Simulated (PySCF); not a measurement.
Compound: Si(CN)Cl3, CCl3NSi.
Cartesian coordinates in Å at the PBE0-D3(BJ)/def2-SVP level; atoms count from 1:
```xyz
6
CCl3NSi angstrom
Si     0.0062   -0.0202   -0.5019
C      0.0180    0.0057    1.3373
N      0.0247    0.0117    2.4963
Cl     1.9319   -0.0298   -1.1425
Cl    -0.9594    1.6408   -1.1575
Cl    -0.9583   -1.7041   -1.1009
```

Method used: PySCF 2.14.0, density-fitted response routines, TDDFT B3LYP/def2-SVPD, vertical, gas phase, core orbitals frozen in the response.

Transition dipole moments from the ground state, in atomic units and in the frame of the coordinates above (overall signs are arbitrary), for the states with f of 0.002 or more among the lowest 9:

```json
{"state": "S4", "E (eV)": "7.031", "μx": "0.012", "μy": "-0.288", "μz": "0.004"}
{"state": "S5", "E (eV)": "7.034", "μx": "-0.289", "μy": "-0.013", "μz": "0.003"}
{"state": "S9", "E (eV)": "7.494", "μx": "0.005", "μy": "-0.006", "μz": "-0.724"}
```

**Question.** What oscillator strength does each state have?

**Answer.** f = (2/3) ΔE |μ|² with ΔE in hartree (27.2114 eV).

| state | \|μ\|² (au) | \|μ\| (D) | f |
| --- | --- | --- | --- |
| S4 | 0.083 | 0.73 | 0.014 |
| S5 | 0.084 | 0.74 | 0.014 |
| S9 | 0.524 | 1.84 | 0.096 |

**Question.** The point group is C3v. Which irreducible representation does each state belong to?

**Answer.** Polarised along the main axis, so A1: S9. Polarised across the main axis, so E: S4 and S5.

**Question.** Which bond between heavy atoms lies closest to the direction of the S9 transition dipole?

**Answer.** C2–N3 and Si1–C2, at 1° from it; next Si1–Cl4 and Si1–Cl5 at 71°.

**Question.** How is the summed strength of these states shared among x, y and z?

**Answer.** (2/3) Σ ΔE μα² gives 0.014 for x, 0.014 for y and 0.096 for z, 0.125 in all.

**Question.** What peak molar absorption coefficient would the strongest computed level give as a lone Gaussian band 0.4 eV wide at half height?

**Answer.** ε(max) = 2.175×10⁸ f / FWHM, with the width in cm⁻¹. S9: 2.175×10⁸ × 0.0963 / 3226 ≈ 6500 L mol⁻¹ cm⁻¹.

S4/S5 coincide within about 0.01 eV; within a degenerate level the directions of the single components are arbitrary.
